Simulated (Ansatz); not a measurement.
The first iterations of a band of CH₃NSSi (7 atoms, charge 0, multiplicity 1).

Level of theory: RKS revPBE/def2-SVP in Ansatz 0.2.0.

- movable images: 5
- climbing image: yes
- spring: 5.0 eV/Å²
- optimiser: quadratic models (default)
- start path: through a guess of the saddle point
- force threshold: 0.05 eV/Å
- iteration limit: 60
- end points: relaxed

Image 0:

```xyz
7
Properties=species:S:1:pos:R:3
N -0.619 0.806 1.892
C -0.035 0.480 0.885
Si 0.907 -0.336 -0.497
S -0.616 -0.392 -2.089
H -0.796 0.350 2.795
H 1.804 0.845 -0.829
H -0.645 -1.753 -2.157
```

Image 6:

```xyz
7
Properties=species:S:1:pos:R:3
N -0.410 0.253 2.093
C 0.043 0.262 0.967
Si 0.943 -0.334 -0.543
S -0.692 -0.373 -2.020
H -0.991 0.961 2.559
H 1.714 0.946 -0.815
H -0.607 -1.716 -2.239
```

| iteration | highest image above the first end (eV) | largest band force component (eV/Å) |
| --- | --- | --- |
| 1 | 1.531 | 9.272 |
| 2 | 0.588 | 1.743 |
| 3 | 0.331 | 1.283 |
| 4 | 0.249 | 1.157 |
| 5 | 0.175 | 0.947 |
| 6 | 0.164 | 1.180 |
| 7 | 0.225 | 1.206 |

Q: Does the band converge within its limit, and where does its top end?

A: The run converged. It ended after 23 iterations with the highest image 0.057 eV above the first end. A vibrational analysis at the climbing image gives one clearly imaginary mode, 297i cm⁻¹: a first-order saddle point.

The run took 2.6 min on 1 thread of Intel(R) Xeon(R) Platinum 8375C CPU @ 2.90GHz (Ice Lake), with other jobs on the host, peak memory 0.12 GiB.
